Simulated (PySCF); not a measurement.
From one molecule to another.

First species: CH8AsGaS.
Atom-mapped SMILES: `[CH3:1][S:2][GaH2-:3][AsH3+:4]` (hydrogens: H5, H6, H7 on C1; H8, H9 on Ga3; H10, H11, H12 on As4)

Geometry (PBE0-D3(BJ)/def2-SVP, Å), atoms numbered from 1 in this order:
```xyz
12
CH8AsGaS angstrom
C     -1.9461    0.7393    0.5426
S     -1.4901   -0.5460   -0.6665
Ga     0.1498   -1.6186    0.4311
As     1.8792    0.2163   -0.4840
H     -2.8100    1.2835    0.1359
H     -2.2299    0.3020    1.5097
H     -1.1310    1.4610    0.7038
H      0.7119   -2.8723   -0.3214
H      0.2339   -1.3519    1.9753
H      1.3180    1.6149   -0.3719
H      1.9890    0.1854   -1.9897
H      3.3261    0.5859   -0.1969
```

Second species: C₆H₆FN.
Numbering: `[CH2:1]=[C:2]([F:3])[CH2:4]/[CH:5]=[CH:6]\[C:7]#[N:8]` (hydrogens: H9, H10 on C1; H11, H12 on C4; H13 on C5; H14 on C6)

Levels: PBE0/def2-SVPD for dipole moment, HOMO energy, LUMO energy, HOMO–LUMO gap, static isotropic polarisability and electronic spatial extent ⟨r²⟩ about the centre of nuclear charge; TDDFT PBE0/def2-SVPD for lowest singlet excitation; PBE0-D3(BJ)/def2-SVP for rotational constant A and rotational constant C. Geometries: PBE0-D3(BJ)/def2-SVP. All species are isolated and taken at one optimised geometry, non-relativistic unless stated. Electronic properties by PySCF.

Dipoles, sizes and rotational constants follow the conformer. The torsions of the flexible species, by atom-mapped SMILES:
- `[CH3:1][S:2][GaH2-:3][AsH3+:4]`: C1–S2–Ga3–As4 -85°
- `[CH2:1]=[C:2]([F:3])[CH2:4]/[CH:5]=[CH:6]\[C:7]#[N:8]`: C1–C2–C4–C5 120°, C2–C4–C5–C6 -129°

Question: Which of the two has the higher LUMO energy, and by how much?

Answer: The first: -0.48 eV against -1.71 eV, a difference of 1.23 eV.

Question: Which has the higher rotational constant A?

Answer: The second: 4.451 GHz against 2.595 GHz, a difference of 1.856 GHz.

Question: Which has the higher HOMO energy?

Answer: The first: -6.45 eV against -7.84 eV, a difference of 1.39 eV.

Question: Which of the two has the higher dipole moment, and by how much?

Answer: The first: 3.48 D against 2.69 D, a difference of 0.79 D.

Question: Which of the two has the higher static isotropic polarisability, and by how much?

Answer: The first: 104.5 au against 78.1 au, a difference of 26.4 au.

Question: Which of the two has the higher S1 energy, and by how much?

Answer: The second: 5.11 eV against 5.00 eV, a difference of 0.11 eV.

Question: Which has the higher HOMO–LUMO gap?

Answer: The second: 6.13 eV against 5.97 eV, a difference of 0.16 eV.

Question: Which of the two has the higher ⟨r²⟩, and by how much?

Answer: The first: 1249 bohr² against 1203 bohr², a difference of 46 bohr².

On the first: The principal polarisabilities are 90.5, 101.8 and 121.1 au; their mean is the isotropic value. A dipole of 3.48 D is allowed in C1, and pure rotational transitions are dipole-allowed. The calculation is non-relativistic and has no spin–orbit coupling, an omission that weighs most on arsenic and gallium.

On the second: The polarisability is 11.57 Å³ as a volume (1 au = 0.148185 Å³), or 1.35 au for each of the 58 electrons. S1 lies 1.02 eV below the HOMO–LUMO gap; its leading configuration is HOMO→LUMO, weight 0.99.
